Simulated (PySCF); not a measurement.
## Molecular orbitals of KLi⁺

ωB97X at R = 3.882 Å; K aug-pcseg-1, Li aug-pcseg-1; no relativity (PySCF 2.14). State: ²Σ⁺ (doublet), unpaired electrons σ ↑. Only the outer orbitals are listed, counted within each symmetry.

| spin | orbital | occ. | ε (eV) | on K (%) | main shells (%) |
| --- | --- | --- | --- | --- | --- |
| α | 5σ | 1 | -45.70 | 100 | 100 K s |
| α | 2π | 1 | -28.27 | 100 | 100 K p |
| α | 2π | 1 | -28.27 | 100 | 100 K p |
| α | 6σ | 1 | -28.23 | 100 | 100 K p |
| α | 7σ | 1 | -9.44 | 26 | 61 Li s, 14 K s, 13 Li p |
| α | 8σ | 0 | -3.16 | 78 | 79 K s, 22 Li s |
| α | 3π | 0 | -2.72 | 47 | 54 Li p, 38 K p, 8 K d |
| α | 3π | 0 | -2.72 | 47 | 54 Li p, 38 K p, 8 K d |
| β | 5σ | 1 | -45.68 | 100 | 100 K s |
| β | 2π | 1 | -28.26 | 100 | 100 K p |
| β | 2π | 1 | -28.26 | 100 | 100 K p |
| β | 6σ | 1 | -28.21 | 100 | 100 K p |
| β | 7σ | 0 | -1.79 | 47 | 50 K p, 33 Li s, 20 Li p |

Problem. Which are the highest filled and the lowest empty level, where do they sit, and how wide is the gap?

Solution. Highest filled α 7σ at -9.44 eV (in %: 61 Li s, 14 K s, 13 Li p); lowest empty α 8σ at -3.16 eV (in %: 79 K s, 22 Li s); the gap at ωB97X is 6.28 eV.

* bond order (Mayer): 0.39
* ⟨S²⟩: 0.750
* charge on K (Mulliken, basis-dependent): 0.75
* charge on K (Löwdin, basis-dependent): 0.62
* dipole moment (positive dipole points towards Li; it is taken about the centre of mass and depends on that origin): 3.35 D

The state was picked by a PBE0 search and need not be the measured ground state.
